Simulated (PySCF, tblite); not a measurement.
C5H9O2P.
Atom-mapped SMILES: `[CH3:1][O:2][C:3]1=[CH:4][P@@H:5](=[O:6])[CH2:7][CH2:8]1` (hydrogens: H9, H10, H11 on C1; H12 on C4; H13 on P5; H14, H15 on C7; H16, H17 on C8)

The geometry is computed with GFN2-xTB (gas phase).

Question: List the bond lengths, angles and torsions at this level.

Answer: 
```csv
bond,length (Å)
C1–O2,1.412
O2–C3,1.342
C3=C4,1.339
C4–P5,1.793
P5=O6,1.463
P5–C7,1.837
C7–C8,1.526
C3–C8,1.510
"C1–H9, C1–H10, C1–H11",1.092
C4–H12,1.075
P5–H13,1.399
C7–H14,1.094
C7–H15,1.090
C8–H16,1.093
C8–H17,1.091
```

Bonds in one row agree within 0.01 Å and their mean is given. A selection of angles:
```csv
angle,degrees
C1–O2–C3,117.5
O2–C3–C4,129.0
O2–C3–C8,114.0
C4–C3–C8,117.0
C3–C4–P5,110.3
C4–P5–O6,119.2
C4–P5–C7,93.2
O6–P5–C7,118.4
P5–C7–C8,104.7
C3–C8–C7,107.7
```

Torsions: C1–O2–C3–C4 0° (synperiplanar); O2–C3–C4–P5 179° (antiperiplanar); C3–C4–P5–O6 -138° (anticlinal); C4–P5–C7–C8 23° (synperiplanar); P5–C7–C8–C3 -27° (synperiplanar); O2–C3–C8–C7 -161° (antiperiplanar).

The C–P distances run from 1.793 Å (C4–P5, drawn single) to 1.837 Å (P5–C7, drawn single), a spread of 0.044 Å. O2 (ether oxygen) is bent (angle 117.5°). P5 (phosphoryl phosphorus) has angles from 93.2° to 119.2°. Of the pairs four or more bonds apart, C1···H12 is among the closest relative to their van der Waals radii: 2.70 Å, 93 % of the sum of Bondi's values. The 5-membered ring C3–C4–P5–C7–C8 has internal angles of 93.2° to 117.0° (sum 533°, against 540° for a flat polygon); it is puckered, 0.13 Å rms from its mean plane, widest ring torsion 27°. The C–O distances run from 1.342 Å (O2–C3, drawn single) to 1.412 Å (C1–O2, drawn single), a spread of 0.070 Å. The 3 C–C bonds span 1.339 Å (C3=C4, drawn double) to 1.526 Å (C7–C8, drawn single), a spread of 0.187 Å.

Point group: C1 (no symmetry element, even within 0.4 Å). Its GFN2-xTB frequencies are all real (lowest 100 cm⁻¹). One conformer, not necessarily the lowest.
